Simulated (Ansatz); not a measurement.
Basis-set extrapolation for C$_{4}$H$_{8}$Si (`CC#C[SiH2]C`) (PBE0-D4/def2-TZVP geometry, frozen core, Ansatz 0.2.0). Multiplicity 1, RHF reference.

|  | def2-TZVPP | def2-QZVPP |
| --- | --- | --- |
| HF | -445.101961 | -445.117854 |
| MP2 correlation | -0.776409 | -0.826708 |
| CCSD(T) correlation | -0.861461 | not run |

Energies in hartree. Use E(X) = E(∞) + A·exp(−7.88·√X) for Hartree–Fock and E(X) = E(∞) + B·X^(−2.97) for correlation, with X = 3 and 4, and add CCSD(T) minus MP2 of the smaller set to the MP2 limit.

Q: What is the CCSD(T) energy at the basis-set limit?

A: HF limit: -445.117854 + (-0.015893) × 0.13774 = -445.12004. MP2 limit: -0.826708 + (-0.050299) × 0.74074 = -0.86397. Higher-order term: -0.861461 − (-0.776409) = -0.08505. Total: -446.06906 hartree, 66.3 kcal/mol below CCSD(T)/def2-TZVPP.
